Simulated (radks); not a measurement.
Values are calculated unless marked as measured or tabulated.
Neutral titanium inside a hard spherical wall (all orbitals vanish at R), configuration held at [Ar] 3d2 4s2 and not refilled when levels cross. Level of theory: scalar-relativistic Kohn-Sham, LDA (Slater exchange, VWN5 correlation), spin-polarised, spherical densities, point nucleus; open shells are filled with parallel spins first (a radial shooting solver on a logarithmic mesh with Libxc functionals). Eigenvalues in eV for spin up, with the zero of energy where the potential of the charges vanishes at infinity; a dash marks a level that is unbound or too diffuse for the functional's potential to be trusted. A positive occupied level is held by the wall or, in an anion where self-interaction has pushed it up, behind a barrier. The pressure on the wall is -dE/dV.

| R (bohr) | E (hartree) | kinetic (hartree) | e(3s) | e(3p) | e(3d) | e(4s) | e(4p, empty) | e(5s, empty) | pressure (GPa) |
|---|---|---|---|---|---|---|---|---|---|
| free | -851.75856 | 858.440 | -62.871 | -39.390 | -5.004 | -4.806 | -1.636 | -0.073 | 0 |
| 8 | -851.75104 | 858.495 | -62.489 | -39.010 | -4.647 | -4.488 | -1.005 | 4.607 | 0.291 |
| 5 | -851.57962 | 859.229 | -59.314 | -35.887 | -1.707 | -0.838 | 4.281 | 24.065 | 18.3 |
| 4 | -851.20377 | 860.511 | -55.673 | -32.347 | 1.869 | 5.305 | 12.215 | 48.368 | 96.5 |
| 3.5 | -850.73037 | 862.028 | -52.498 | -29.259 | 5.229 | 12.243 | 20.679 | 72.111 | 253 |
| 3 | -849.72913 | 865.189 | -47.434 | -24.250 | 10.978 | 25.689 | 36.272 | 112.88 | 763 |
| 2.5 | -847.33685 | 872.634 | -38.284 | -14.847 | 22.032 | 54.402 | 67.698 | 189.15 | 2790 |
| 2 | -840.63656 | 892.275 | -18.483 | 6.302 | 46.193 | 123.26 | 138.72 | 349.65 | 13200 |
| 1.5 | -817.72834 | 951.239 | 37.724 | 65.856 | 107.16 | 315.75 | 326.50 | 749.71 | 87900 |
